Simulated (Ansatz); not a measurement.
NO (SMILES [N]=O), doublet, at a GFN2-xTB geometry. Base run: Ansatz (a first-principles code) with PBE/6-31G**.

The Ansatz input:
Ansatz 0.2 input:
```yaml
crystal:
  periodic: [false, false, false]
  atoms:
    - {symbol: N, position_ang: [-0.00000000, -0.00000000, -0.61625478]}
    - {symbol: O, position_ang: [0.00000000, 0.00000000, 0.53922293]}
basis:
  gaussian:
    orbitals: 6-31G__.json
hamiltonian:
  xc: pbe
magnetization: {spin_polarized: true, initial_magnetization: 1}
```
The basis file holds 6-31G** in the JSON format of the Basis Set Exchange.

Each row names what was changed in the base input (with any setting that the change needs).

```
change                 basis functions      E (Eh)
---------------------  ---------------  ----------
base                                30  -129.75836
basis = STO-3G                      10  -127.99749
basis = 6-31G                       18           ?
basis = 3-21G                       18  -129.01408
basis = def2-SV(P)                  28  -129.66027
basis = pc-1                        28  -129.73873
basis = 6-311G**                    36  -129.79550
basis = def2-SVPD                   43  -129.66904
basis = 6-311+G(2d,p)                ?           ?
basis = pc-2                        60           ?
basis = cc-pVTZ                     60  -129.80897
basis = def2-TZVP                   62  -129.81608
basis = def2-QZVP                    ?           ?
```

Question: Some entries are withheld; supply them.

Answer: 
- basis = 6-31G, E (Eh): -129.70550
- basis = 6-311+G(2d,p), basis functions: 54
- basis = 6-311+G(2d,p), E (Eh): -129.80349
- basis = pc-2, E (Eh): -129.81774
- basis = def2-QZVP, basis functions: 114
- basis = def2-QZVP, E (Eh): -129.82345

Totals compare only among sets that treat the same electrons; sets with core potentials leave the core out.
